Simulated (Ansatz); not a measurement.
CH$_{4}$AlClOSi, SMILES `[Cl][AlH][SiH]1CO1`. Charge 0, multiplicity 1.

Cartesian coordinates in Å:
```
Cl 2.391 1.306 1.424
Al 1.566 -0.606 1.181
Si -0.557 -0.634 -0.008
C -0.962 0.750 -1.131
O -1.510 0.739 0.207
H 2.382 -1.844 1.722
H -1.337 -1.891 -0.171
H -0.264 1.564 -1.313
H -1.710 0.615 -1.910
```

Problem. List the harmonic frequencies (cm⁻¹, unscaled) at PBE0-D4/def2-TZVP in Ansatz. (Estimate.)

Solution. Computed: 37, 61, 144, 203, 369, 425, 534, 580, 634, 664, 723, 751, 830, 1038, 1114, 1130, 1466, 1952, 2207, 3091, 3178.

Problem. Is this a minimum?

Solution. Yes, all 21 modes are real.

Problem. Give the ideal-gas thermochemistry at 298.15 K and 1 bar (rigid rotor, harmonic oscillator; point group C1, symmetry number 1).

Solution. Zero-point energy 126.4 kJ/mol; H(298) − E = 148.1 kJ/mol; entropy 368.3 J/(mol·K), of which translation 168.8, rotation 118.4, vibration 81.1; G(298) − E = 38.3 kJ/mol. Modes under 100 cm⁻¹ are hindered rotations or soft bends, so the harmonic entropy is rough.

Problem. And at 400, 500, 600, 800 and 1000 K?

Solution. 
| T (K) | H − E (kJ/mol) | S (J/mol/K) | G − E (kJ/mol) |
| --- | --- | --- | --- |
| 400 | 160.1 | 402.7 | -1.0 |
| 500 | 173.4 | 432.4 | -42.8 |
| 600 | 187.9 | 458.7 | -87.3 |
| 800 | 219.4 | 504.0 | -183.8 |
| 1000 | 253.4 | 541.9 | -288.4 |
